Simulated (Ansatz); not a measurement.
CH4SnTe, SMILES `[CH2]1[SnH2][Te]1` at its PBE0-D4/def2-TZVP geometry, where that method's forces vanish. Total charge 0; spin multiplicity 1. Sn, Te takes the def2 core potential.

```json
{"atom": "C1", "x (Å)": "0.285", "y (Å)": "1.012", "z (Å)": "-0.229"}
{"atom": "Sn2", "x (Å)": "-0.288", "y (Å)": "-1.015", "z (Å)": "0.007"}
{"atom": "Te3", "x (Å)": "0.232", "y (Å)": "0.743", "z (Å)": "1.964"}
{"atom": "H4", "x (Å)": "-0.465", "y (Å)": "1.714", "z (Å)": "-0.575"}
{"atom": "H5", "x (Å)": "1.284", "y (Å)": "1.217", "z (Å)": "-0.593"}
{"atom": "H6", "x (Å)": "0.856", "y (Å)": "-2.227", "z (Å)": "-0.302"}
{"atom": "H7", "x (Å)": "-1.904", "y (Å)": "-1.444", "z (Å)": "-0.272"}
```

**Question.** For each bond, give half the difference of the two atoms' forces along it (eV/Å; positive pushes the atoms apart) under PBE-D4, r2SCAN-D4, B3LYP-D4, ωB97M-V in def2-TZVPP. (An estimate is asked.)

**Answer.** Ansatz gave: 
| bond | length (Å) | PBE-D4 | r2SCAN-D4 | B3LYP-D4 | ωB97M-V |
| --- | --- | --- | --- | --- | --- |
| C1–Sn2 | 2.119 | 0.19 | 0.13 | 0.32 | -0.03 |
| C1–Te3 | 2.209 | 0.27 | 0.20 | 0.40 | -0.06 |
| C1–H4 | 1.084 | 0.06 | -0.07 | -0.16 | -0.06 |
| C1–H5 | 1.084 | 0.06 | -0.07 | -0.16 | -0.06 |
| Sn2–Te3 | 2.681 | 0.32 | 0.14 | 0.39 | -0.11 |
| Sn2–H6 | 1.695 | 0.03 | -0.03 | -0.06 | -0.05 |
| Sn2–H7 | 1.695 | 0.03 | -0.03 | -0.06 | -0.05 |

B3LYP here is the variant with VWN-RPA as its local correlation; programs differ in this.
